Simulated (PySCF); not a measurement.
The same groups moved round the core (butadiene methyl+boryl). Isolated molecules, 0 K electronic values unless said otherwise. One relaxed conformer stands for each flexible species; it need not be the lowest. Strings in code marks are SMILES.

Computed with PBE-D3(BJ)/def2-TZVP // CAM-B3LYP-D3(BJ)/def2-TZVP (PySCF). All candidates: neutral, multiplicity 1. Delta-SCF ions had no search for a lower state. Excitations are Tamm–Dancoff values on a coarser integration grid. The basis has no diffuse functions, so Rydberg states are missing or too high.

| Quantity | Result |
|---|---|
| S1 excitation (TDA) | 4.40 eV |
| LUMO | -3.14 eV |
| vertical ionisation energy (Delta-SCF) | 8.92 eV |

Problem. Name which member has these values.
A) `B/C(C=C)=C/C`
B) `B/C=C/C=C/C`
C) `B/C=C(/C)C=C`
D) `B/C(C)=C/C=C`

Solution. D, `B/C(C)=C/C=C`. The others give `B/C(C=C)=C/C`: 3.90 eV, -2.69 eV, 8.70 eV; `B/C=C(/C)C=C`: 4.27 eV, -3.11 eV, 9.09 eV; `B/C=C/C=C/C`: 4.44 eV, -2.98 eV, 8.84 eV
